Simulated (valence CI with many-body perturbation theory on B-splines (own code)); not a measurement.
Values are calculated unless marked as measured or tabulated.
Energy levels of Ce XLV

Level of theory: valence CI with perturbative core correlation (CI+MBPT): four valence electrons over a frozen Dirac-Fock core [Ne], radial functions for each j: 11 s, 11 p, 10 d, 8 f, 5 g, 2 h, with the one-electron correlation potential Σ1 (screened to all orders), the two-electron term Σ2, the three-electron term Σ3, Breit, model QED; selected single and double excitations, second order for the rest, scaled by the run's own slope (own B-spline code, finite nucleus).

No measured spectrum was set against this ion. As an estimate, large intervals hold to a few tenths of a per cent, small ones and those within an open d or f shell to about a per cent. Among the levels kept, up to 550 cm⁻¹ of a level comes from second order outside the variational space, and about a tenth of that is noise between levels of different J, which matters for small intervals.

Levels 136 to 171 of 171, with energies above the lowest level, (3s^2 3p1/2^2) J=0. "Leading %" is the weight of the configuration and term that name the level; weights of strongly mixed levels are sums over their largest components and can fall short. In the jj column 3d3/2^4 stands for four electrons in 3d with j = 3/2.

| No. | Configuration | Term | J | E (eV) | Leading % | g | Second component | Leading jj |
| --- | --- | --- | --- | --- | --- | --- | --- | --- |
| 136 | 3p3.3d | 5D° | 1 | 741.08 | 27 | 0.976 | 26 % 3p3.3d 3D° | 3p1/2 3p3/2^2 3d3/2 (69 %) |
| 137 | 3p3.3d | 3F° | 3 | 741.40 | 28 | 1.104 | 25 % 3p3.3d 3D° | 3p1/2 3p3/2^2 3d3/2 (68 %) |
| 138 | 3s.3p.3d2 | 3P° | 0 | 741.94 | 61 |  | 19 % 3p3.3d 1S° | 3s 3p1/2 3d5/2^2 (63 %) |
| 139 | 3s.3p.3d2 | 3P° | 1 | 742.59 | 17 | 1.227 | 13 % 3p3.3d 3D° | 3s 3p1/2 3d5/2^2 (59 %) |
| 140 | 3p3.3d | 1G° | 4 | 746.28 | 43 | 1.035 | 32 % 3p3.3d 3G° | 3p1/2 3p3/2^2 3d3/2 (78 %) |
| 141 | 3p3.3d | 5D° | 0 | 749.55 | 27 |  | 24 % 3p3.3d 3P° | 3p1/2 3p3/2^2 3d3/2 (65 %) |
| 142 | 3s.3p.3d2 | 3P° | 1 | 753.51 | 41 | 1.247 | 13 % 3s.3p.3d2 1P° | 3s 3p1/2 3d5/2^2 (66 %) |
| 143 | 3p3.3d | 3F° | 2 | 755.56 | 26 | 1.019 | 19 % 3p3.3d 1D° | 3p1/2 3p3/2^2 3d3/2 (74 %) |
| 144 | 3p3.3d | 3F° | 2 | 762.34 | 23 | 1.090 | 23 % 3p3.3d 3P° | 3p1/2 3p3/2^2 3d3/2 (65 %) |
| 145 | 3p3.3d | 3F° | 4 | 763.16 | 42 | 1.234 | 18 % 3p3.3d 3G° | 3p1/2 3p3/2^2 3d5/2 (78 %) |
| 146 | 3p3.3d | 3P° | 1 | 763.22 | 26 | 1.189 | 13 % 3p3.3d 3S° | 3p1/2 3p3/2^2 3d3/2 (58 %) |
| 147 | 3p3.3d | 3D° | 3 | 765.28 | 34 | 1.086 | 16 % 3p3.3d 3G° | 3p1/2 3p3/2^2 3d3/2 (59 %) |
| 148 | 3p3.3d | 3G° | 5 | 766.72 | 75 | 1.173 | 10 % 3s.3p.3d2 3H° | 3p1/2 3p3/2^2 3d5/2 (75 %) |
| 149 | 3p3.3d | 3D° | 3 | 770.33 | 33 | 1.252 | 14 % 3p3.3d 5D° | 3p1/2 3p3/2^2 3d5/2 (48 %) |
| 150 | 3p3.3d | 1G° | 4 | 770.64 | 27 | 1.163 | 20 % 3p3.3d 5D° | 3p1/2 3p3/2^2 3d5/2 (72 %) |
| 151 | 3p3.3d | 3P° | 0 | 775.17 | 28 |  | 26 % 3p3.3d 1S° | 3p1/2 3p3/2^2 3d5/2 (54 %) |
| 152 | 3p3.3d | 3D° | 1 | 776.21 | 25 | 1.086 | 23 % 3p3.3d 1P° | 3p1/2 3p3/2^2 3d3/2 (60 %) |
| 153 | 3s.3p.3d2 | 5D° | 0 | 778.53 | 75 |  | 10 % 3s.3p.3d2 3P° | 3s 3p3/2 3d3/2^2 (83 %) |
| 154 | 3s.3p.3d2 | 5D° | 2 | 779.32 | 37 | 1.218 | 32 % 3s.3p.3d2 5F° | 3s 3p3/2 3d3/2^2 (69 %) |
| 155 | 3s.3p.3d2 | 5D° | 1 | 779.38 | 46 | 1.081 | 12 % 3s.3p.3d2 5F° | 3s 3p3/2 3d3/2^2 (60 %) |
| 156 | 3s.3p.3d2 | 5F° | 3 | 780.55 | 40 | 1.239 | 21 % 3s.3p.3d2 5D° | 3s 3p3/2 3d3/2^2 (65 %) |
| 157 | 3p3.3d | 1P° | 1 | 780.58 | 19 | 1.160 | 19 % 3p3.3d 3P° | 3p1/2 3p3/2^2 3d5/2 (47 %) |
| 158 | 3p3.3d | 3P° | 2 | 782.47 | 36 | 1.266 | 28 % 3p3.3d 3D° | 3p1/2 3p3/2^2 3d5/2 (84 %) |
| 159 | 3s.3p.3d2 | 5F° | 4 | 783.10 | 40 | 1.266 | 20 % 3s.3p.3d2 5G° | 3s 3p3/2 3d3/2^2 (53 %) |
| 160 | 3p3.3d | 3F° | 3 | 788.39 | 33 | 1.145 | 20 % 3p3.3d 1F° | 3p1/2 3p3/2^2 3d5/2 (82 %) |
| 161 | 3s.3p.3d2 | 5G° | 5 | 789.25 | 46 | 1.295 | 37 % 3s.3p.3d2 5F° | 3s 3p3/2 3d3/2 3d5/2 (76 %) |
| 162 | 3p2.3d2 | 3F | 2 | 790.02 | 37 | 0.699 | 32 % 3p2.3d2 5G | 3p1/2^2 3d3/2^2 (95 %) |
| 163 | 3s.3p.3d2 | 5G° | 6 | 791.29 | 86 | 1.304 | 14 % 3s.3p.3d2 3H° | 3s 3p3/2 3d3/2 3d5/2 (56 %) |
| 164 | 3p3.3d | 1F° | 3 | 792.23 | 35 | 1.061 | 12 % 3p3.3d 3G° | 3p1/2 3p3/2^2 3d5/2 (63 %) |
| 165 | 3s.3p.3d2 | 5D° | 4 | 794.87 | 52 | 1.368 | 25 % 3s.3p.3d2 3F° | 3s 3p3/2 3d3/2 3d5/2 (75 %) |
| 166 | 3p3.3d | 1D° | 2 | 794.95 | 22 | 1.279 | 13 % 3s.3p.3d2 5S° | 3p1/2 3p3/2^2 3d5/2 (45 %) |
| 167 | 3s.3p.3d2 | 5S° | 2 | 796.24 | 24 | 1.537 | 20 % 3s.3p.3d2 5P° | 3s 3p3/2 3d3/2^2 (46 %) |
| 168 | 3p3.3d | 3D° | 1 | 797.27 | 23 | 1.194 | 20 % 3p3.3d 3S° | 3p1/2 3p3/2^2 3d5/2 (65 %) |
| 169 | 3s.3p.3d2 | 5P° | 3 | 797.76 | 46 | 1.505 | 32 % 3s.3p.3d2 5D° | 3s 3p3/2 3d3/2 3d5/2 (87 %) |
| 170 | 3p3.3d | 3D° | 2 | 798.08 | 47 | 1.137 | 10 % 3p3.3d 3P° | 3p1/2 3p3/2^2 3d5/2 (70 %) |
| 171 | 3s.3p.3d2 | 3D° | 1 | 801.43 | 43 | 0.788 | 20 % 3s.3p.3d2 5D° | 3s 3p3/2 3d3/2 3d5/2 (46 %) |

Where two levels of one J and parity lie close, their mixing, g and order are uncertain.
